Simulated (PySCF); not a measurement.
## [Eu(H2O)4]3+ at several levels of theory

Computed with PySCF 2.14.0 (density fitting, no spin-orbit coupling) at the geometry relaxed with PBE0:

```xyz
13
[Eu(H2O)4]3+ (singlet in the valence; each metal's 4f electrons, 6 of them, lie in its core potential, out of spins and levels)
Eu    0.0000    0.0000    0.0000
O     1.3856    1.3474    1.2831
H     2.1862    1.0884    1.7925
H     1.3203    2.3162    1.4420
O    -1.3856   -1.2831    1.3474
H    -1.3203   -1.4420    2.3162
H    -2.1862   -1.7925    1.0884
O     1.3856   -1.3474   -1.2831
H     1.3203   -2.3162   -1.4420
H     2.1862   -1.0884   -1.7925
O    -1.3856    1.2831   -1.3474
H    -2.1862    1.7925   -1.0884
H    -1.3203    1.4420   -2.3162
```

```tsv
level	basis	state	HOMO (eV)	gap (eV)	charge on Eu1 (e)	population of f-type functions on Eu1 (polarisation alone where 4f lies in the core)	dipole about the centre of mass (D)	largest force component (eV/Å)
PBE0	Eu lcecp-1-SVP with ECP52, O def2-SVP, H def2-SVP	singlet	-24.21	8.98	1.78	0.06	0.00	0.01
PBE0	Eu lcecp-1-TZVP with ECP52, O def2-TZVP, H def2-TZVP	singlet	-24.22	9.07	2.10	0.08	0.00	0.25
```

In the lcecp rows the 4f levels are missing from HOMO and gap, and the state counts the valence alone.

Charges are Mulliken's, which hang on the basis. The relaxation used the grid (50, 194), these runs (75, 302) or, all-electron (x2c bases, spin-free X2C Hamiltonian), (99, 590).

**Question.** A further run in the first row's basis gives HOMO (eV) -22.20, gap (eV) 6.16, charge on Eu1 (e) 1.59, population of f-type functions on Eu1 (polarisation alone where 4f lies in the core) 0.06, dipole about the centre of mass (D) 0.00, largest force component (eV/Å) 0.57. Which level was it?
A. BLYP
B. B3LYP

**Answer.** A. The others give HOMO -23.87 eV (B3LYP).

In the first row's basis the gap widens with exact exchange: 6.2 eV for BLYP (none); 8.4 to 9.0 eV for B3LYP, PBE0 (a fixed share).

No frequency check is given that shows the relaxed geometry to be a minimum, and it was reached by following one of several unstable modes of a saddle point. An lcecp potential fixes the number of 4f electrons, so in runs with it no electron can move into or out of that shell.
